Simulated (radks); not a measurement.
Results of a calculation; reference values are marked as such.
Question: Valence configurations of Fe+ (all share [Ar]). Code: a radial shooting solver on a logarithmic mesh with Libxc functionals. Model: scalar-relativistic Kohn-Sham, PBEsol, spin-polarised, spherical densities, point nucleus; open shells are filled with parallel spins first. Order these by energy: 3d6 4p1; 3d6 4s1; 3d6.5 4s0.5; 3d5.5 4s0.5 4p1; 3d5 4s2; 3d7; 3d5 4s1 4p1; 3d6 4s0.5 4p0.5; 3d4 4s1 4p2; 3d4 4s2 4p1.

Answer: From the lowest, in eV above it: 3d6 4s1 0.000; 3d6.5 4s0.5 0.112; 3d7 0.558; 3d6 4s0.5 4p0.5 2.636; 3d5 4s2 3.601; 3d6 4p1 5.284; 3d5.5 4s0.5 4p1 5.933; 3d5 4s1 4p1 7.140; 3d4 4s2 4p1 20.988; 3d4 4s1 4p2 24.647. NIST lists [Ar] 3d6 4s1 as the ground configuration; this level of theory agrees among the configurations tried. The energies are those of spherical high-spin densities, not of single terms.
